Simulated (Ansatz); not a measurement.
Br₂HSn (`[Br][SnH][Br]`) radical, relaxed with UKS PBE-D4/def2-SVP in Ansatz 0.2.0 from a rough embedded geometry. The force threshold is 0.03 eV/Å; the program also tests the step.

The species carries charge 0 and has multiplicity 2. Sn: def2 effective core potential.

Start:

```xyz
4

Br    0.857    1.830    1.050
Sn    0.310   -0.014   -0.496
Br   -2.176   -0.235   -0.586
H     1.009   -1.580    0.033
```

**Question.** How much energy does the relaxation release, and in how many steps? (An estimate is asked.)

**Answer.** The calculation gave: 7.08 kJ/mol, in 3 steps.

**Question.** Which bonds change most? (Best estimate.)

**Answer.** Ansatz gave: Br1–Sn2 from 2.468 to 2.543 Å; Sn2–Br3 from 2.497 to 2.542 Å; Sn2–H4 from 1.795 to 1.776 Å.

**Question.** Give the relaxed structure. (Estimate.)

**Answer.** The calculation gave: 
```xyz
4

Br    0.907    1.802    1.095
Sn    0.325   -0.004   -0.597
Br   -2.201   -0.286   -0.585
H     0.970   -1.511    0.087
```
